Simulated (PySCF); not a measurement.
CCl2F, SMILES F[C](Cl)Cl (connectivity only; charge and spin as stated), charge +1, multiplicity 1.

Geometry optimised at B3LYP-D3(BJ)/def2-SVP. The spin state was assumed, not searched. The isomer is the one that the SMILES or the coordinates give; other isomers of the formula were not compared.

Two levels are set side by side: PBE/def2-TZVPD (PySCF) and B3LYP/def2-TZVPD (PySCF). Same geometry, gas phase. Differences are taken from unrounded values.

```json
[
 {"quantity": "orbital gap (eV)", "B3LYP": "5.77", "PBE": "3.87", "PBE minus B3LYP": "-1.90"},
 {"quantity": "highest occupied level (eV)", "B3LYP": "-16.14", "PBE": "-14.91", "PBE minus B3LYP": "1.23"},
 {"quantity": "lowest empty level (eV)", "B3LYP": "-10.37", "PBE": "-11.04", "PBE minus B3LYP": "-0.67"},
 {"quantity": "mean polarisability (bohr³)", "B3LYP": "37.6", "PBE": "38.3", "PBE minus B3LYP": "0.7"}
]
```

Without exact exchange PBE keeps part of each electron's self-repulsion, which lifts occupied levels and narrows the gap. Differences between two approximate levels are no errors against the true value.

Rough cost on one machine, each run with all the roots and properties that it gave: B3LYP against PBE within a factor of 2.
